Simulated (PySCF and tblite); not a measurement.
Results of a calculation; reference values are marked as such.
System: C₄H₈BrFSi, numbered as in [F:1][C@@H:2]1[CH2:3][SiH2:4][C@@H:5]([Br:6])[CH2:7]1.

For the inversion of the 5-membered ring (2–3–4–5–7): electronic barrier 2.71 kcal/mol, zero-point change -0.09 kcal/mol, thermal and entropy terms at 400 K a further 0.81 kcal/mol (symmetry numbers apart). The minimum is C1, the saddle C1. Geometries: GFN2-xTB; energies: revPBE/pcSseg-1 + D3(BJ); zero-point and thermal terms from GFN2-xTB harmonic modes (soft modes blended into free rotors). Rate constants are transition-state-theory values, counting equivalent paths, without tunnelling. (PySCF 2.14 with density fitting, tblite 0.8.)

Problem. How many equivalent paths lead out of the minimum?

Solution. 1: the symmetry number of the minimum is 1, that of the saddle displaced along its mode 1.

Problem. Work out the rate at 400 K.

Solution. ΔG‡ = 3.43 kcal/mol; k_B T/h = 8.3×10¹² s⁻¹; exp(−ΔG‡/RT) = 0.013; times 1 gives k = 1.1×10¹¹ s⁻¹. Wigner's tunnelling factor for the 40i cm⁻¹ mode would be 1.00.

Spin–orbit effects of heavy atoms on shieldings are missing.
